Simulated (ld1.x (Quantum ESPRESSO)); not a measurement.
**Pseudopotential generation for S (Z = 16): TM, PBEsol, scalar-relativistic.**

- Element: S
- Generator: ld1.x (Quantum ESPRESSO) 7.5
- Type: norm-conserving Troullier–Martins (Kleinman–Bylander form)
- Functional: PBEsol
- Relativity: scalar-relativistic
- Frozen core: [Ne]
- Valence charge: 6
- Reference configuration: 3s2 3p1 (charge +3)
- Partial waves: 3s (bound): rc 1.15 bohr; 3d channel at -0.1 Ry: rc 1.30 bohr; 3p (bound): rc 1.35 bohr
- Local potential: the p channel
- Core correction: none

All-electron outer shells of the reference configuration (PBEsol, scalar-relativistic, ld1.x):

| shell | level (eV) | outermost node (bohr) | outermost maximum (bohr) |
| --- | --- | --- | --- |
| 3s | -52.17 | 0.60 | 1.34 |
| 3p | -40.23 | 0.57 | 1.44 |

**Question.** Estimate the cutoffs (Ry, on a coarse ladder) from which the occupation-weighted sum of valence levels, in a spherical-Bessel basis at the reference potential, stays within 10 and 1 mRy of its value at 400 Ry.

**Answer.** 60 Ry and 140 Ry.

**Question.** Does the potential have ghost states?

**Answer.** No extra level below or beside the all-electron valence levels (s, d, p, f tested).

**Question.** Which valence shell sets the plane-wave cutoff?

**Answer.** 3s: its level needs 110 Ry to come within 1 mRy, against 30 Ry for 3p.

**Question.** Tests: 3s2 3p4; 3s2 3p3; 3s2 3p2; 3s2 3p4.3; 3s2 3p0; 3s1 3p4; 3s0 3p6. Which has the largest error in its energy relative to the reference configuration, and how large is it?

**Answer.** 3s0 3p6, with +119 meV (all-electron minus pseudo) on -47.29 eV.
